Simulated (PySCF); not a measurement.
# Where the electron goes

Species: C6H12ClFO.
Structure used (PBE0-D3(BJ)/def2-SVP), in Å, numbered top down from 1:
```xyz
21
C6H12ClFO angstrom
C     -3.098    0.709    0.037
C     -1.644    0.375    0.266
F     -1.536   -0.379    1.428
C     -1.009   -0.398   -0.873
C      0.383   -0.931   -0.559
C      1.379    0.087   -0.049
Cl     1.502    1.497   -1.194
C      2.777   -0.473    0.137
O      3.676    0.457    0.647
H     -3.510    1.249    0.901
H     -3.211    1.344   -0.855
H     -3.684   -0.210   -0.112
H     -1.073    1.305    0.440
H     -0.965    0.265   -1.752
H     -1.662   -1.245   -1.142
H      0.796   -1.424   -1.454
H      0.301   -1.703    0.225
H      1.045    0.531    0.900
H      3.115   -0.908   -0.827
H      2.711   -1.302    0.862
H      3.634    1.228    0.067
```

The calculation used TDDFT CAM-B3LYP/def2-SVPD, vertical, gas phase, core orbitals frozen in the response in PySCF.

Kohn–Sham orbitals with the atoms that hold most of them (Löwdin shares over 4%, at most four atoms; ? is withheld):

```json
{"orbital": "LUMO+2", "ε (eV)": "1.58", "atoms": "Cl7 14%, H16 11%, C1 8%, C5 8%"}
{"orbital": "LUMO+1", "ε (eV)": "1.43", "atoms": "Cl7 30%, C6 12%, C1 8%, C5 5%"}
{"orbital": "LUMO", "ε (eV)": "?", "atoms": "?"}
{"orbital": "HOMO", "ε (eV)": "-9.64", "atoms": "?"}
{"orbital": "HOMO-1", "ε (eV)": "-10.20", "atoms": "Cl7 64%, C6 11%, C5 6%"}
{"orbital": "HOMO-2", "ε (eV)": "-10.41", "atoms": "Cl7 59%, O9 10%, C8 8%, C6 4%"}
{"orbital": "HOMO-3", "ε (eV)": "-10.85", "atoms": "C2 18%, F3 17%, C4 15%, Cl7 12%"}
```

Task: Give the leading atoms of the LUMO.

Result: Cl7 (bonded to C) 41%; C6 (bonded to 2 C, Cl and H) 10%; C1 (bonded to C and 3 H) 5%; C8 (bonded to C, O and 2 H) 5%. By element: chlorine 41%, carbon 20% or more.

Task: Which atoms hold the HOMO, and with what shares?

Result: O9 (bonded to C and H) 53%; C8 (bonded to C, O and 2 H) 14%; C6 (bonded to 2 C, Cl and H) 10%; Cl7 (bonded to C) 9%. By element: oxygen 53%, carbon 23% or more, chlorine 9%.

Task: What is the LUMO energy, and the HOMO–LUMO gap?

Result: ε(LUMO) = 1.03 eV; the gap is 10.67 eV (0.3920 hartree).

Task: How does S1 compare with the orbital gap of 10.67 eV?

Result: S1 is at 7.33 eV (f = 0.0009), 3.33 eV below the gap, made of HOMO→LUMO (28%), HOMO→LUMO+1 (16%), HOMO-1→LUMO (14%). Without the coupling terms of the response equations the lowest excitation would equal the gap.

Next come S2 at 7.50 eV (f 0.0030), HOMO-1→LUMO (30%), HOMO-1→LUMO+1 (22%), HOMO→LUMO (10%); S3 at 7.68 eV (f 0.0045), HOMO→LUMO+3 (34%), HOMO→LUMO (18%), HOMO→LUMO+4 (18%); S4 at 8.08 eV (f 0.011), HOMO-2→LUMO (25%), HOMO→LUMO+1 (22%), HOMO-2→LUMO+1 (18%); S5 at 8.44 eV (f 0.012), HOMO-1→LUMO (30%), HOMO-1→LUMO+3 (17%), HOMO-1→LUMO+1 (14%).

On one thread, Arm Neoverse N1 (aarch64), no GPU, on a shared host, this took 23 min of wall time and 1.4 GiB of memory at its peak.

One conformer stands for the species.

Without π bonds the low states are Rydberg-like; a valence basis with one diffuse set may place them up to an eV too high.
